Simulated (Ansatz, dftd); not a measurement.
Reaction: BSiH3F (SMILES FB[SiH2], doublet) → BSiH3F (SMILES F[B][SiH3], doublet)
Each species at its own B3LYP-D3(BJ)/def2-TZVP minimum (Ansatz, a program for electronic structure).

Property: isomerisation energy (electronic), in kJ/mol. Radicals and triplets start from unrestricted determinants; spin-orbit coupling is neglected. Cores are frozen in correlated methods. Rows without X2C or -DK are non-relativistic. CBS(X,Y): correlation extrapolated as X^-3, Hartree-Fock from the larger set. A bracket is a step between two methods taken in the basis named. The functionals are non-relativistic, so their misses hold any scalar relativity. Double hybrids freeze cores in their MP2 part. '+ core + X2C': CCSD(T) terms for core correlation (cc-pwCVTZ, 1s frozen past Ne) and scalar relativity (cc-pVTZ-DK).

Compared with CCSD(T)/CBS(cc-pV(T+d)Z,cc-pV(Q+d)Z) + [CCSDT(Q) - CCSD(T)]/cc-pV(D+d)Z + core + X2C (Ansatz): 68.5 kJ/mol.

Costs are rough ratios of core time, to one figure, on one kind of shared machine, summed over the single points of the molecules; atoms, geometries and frequencies are left out. The first row took roughly 10 core seconds; short runs hold start-up time.

```json
[
 {"level": "PBE-D3(BJ)/def2-TZVPD", "program": "Ansatz + dftd3", "cost relative to the first row": "1", "difference (kJ/mol)": "4.6"},
 {"level": "PBE/def2-TZVPD", "program": "Ansatz", "cost relative to the first row": "1", "difference (kJ/mol)": "4.8"},
 {"level": "r2SCAN-D3(BJ)/def2-TZVPD", "program": "Ansatz + dftd3", "cost relative to the first row": "2", "difference (kJ/mol)": "1.3"},
 {"level": "r2SCANh/def2-TZVPD", "program": "Ansatz", "cost relative to the first row": "2", "difference (kJ/mol)": "0.7"},
 {"level": "CCSD(T)/cc-pV(D+d)Z", "program": "Ansatz", "cost relative to the first row": "2", "difference (kJ/mol)": "1.0"},
 {"level": "B2GP-PLYP-D3(BJ)/def2-TZVPD", "program": "Ansatz + dftd3", "cost relative to the first row": "2", "difference (kJ/mol)": "-0.3"},
 {"level": "wB97M-V/def2-TZVPD", "program": "Ansatz", "cost relative to the first row": "3", "difference (kJ/mol)": "1.9"}
]
```

The dearest row costs roughly 3 times the first. Costs within a factor of two don't rank. The table holds for this case alone.
